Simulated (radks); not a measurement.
Results of a calculation; reference values are marked as such.
The nuclear charge of neutral fluorine is varied continuously with 9 electrons held in [He] 2s2 2p5. Level of theory: scalar-relativistic Kohn-Sham, PBE, spin-polarised, spherical densities, finite nucleus; open shells are filled with parallel spins first; Fermi nuclear charge, rms radius 2.8976 fm (a radial shooting solver on a logarithmic mesh with Libxc functionals). By the Hellmann-Feynman theorem dE/dZ = E(electron-nucleus)/Z, the electronic potential at the nucleus (averaged over a nucleus of fixed radius). The scalar-relativistic energy here is not variational (the density holds large components alone), so the two differ by a part that grows with Z.

| Z | E (hartree) | E(electron-nucleus)/Z (hartree) | HOMO | e(HOMO) (eV) | <r> HOMO (bohr) |
|---|---|---|---|---|---|
| 8.75 | -93.24206 | -25.5903 | 2p | -6.194 | 1.214 |
| 9 | -99.75930 | -26.5439 | 2p | -10.225 | 1.127 |
| 9.25 | -106.51470 | -27.4953 | 2p | -14.755 | 1.055 |
| 9.5 | -113.50781 | -28.4452 | 2p | -19.765 | 0.9934 |
| 9.75 | -120.73834 | -29.3942 | 2p | -25.243 | 0.9401 |
| 10 | -128.20607 | -30.3425 | 2p | -31.180 | 0.8930 |

The central difference of E at Z = 9 is -26.545 hartree, to compare with the third column; the second derivative is -3.81 hartree.
